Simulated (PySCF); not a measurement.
Cl (SMILES [Cl-]), charge -1, singlet. Base run: B3LYP/aug-cc-pVDZ in PySCF.

The PySCF input:
```python
from pyscf import gto, scf, dft

mol = gto.Mole()
mol.atom = '''
    Cl    0.000000    0.000000    0.000000
'''
mol.basis = 'aug-cc-pvdz'
mol.charge = -1
mol.spin = 0
mol.verbose = 4
mol.build()

mf = dft.RKS(mol)
mf.xc = 'b3lyp'
mf.kernel()
```

Variants of this job, named by their change:

```tsv
change	ΔE vs base (mEh)	fitting functions
base	0.000	-
auxbasis = cc-pvqz-jkfit	-0.620	148
auxbasis = def2-svp-ri	-623.1	62
only_dfj = on; auxbasis = def2-universal-jfit	-0.226	51
auxbasis = cc-pvdz-jkfit	-0.620	112
auxbasis = def2-universal-jkfit	-0.484	128
auxbasis = def2-universal-jfit	427.5	51
auxbasis = even-tempered beta=3.0	-1.939	140
auxbasis = even-tempered beta=2.0	-0.008	220
auxbasis = autoaux	-0.006	184
```

A fitting set is made for a task (jfit for Coulomb, jkfit for Coulomb and exchange, ri for correlation) and for a family of orbital bases.
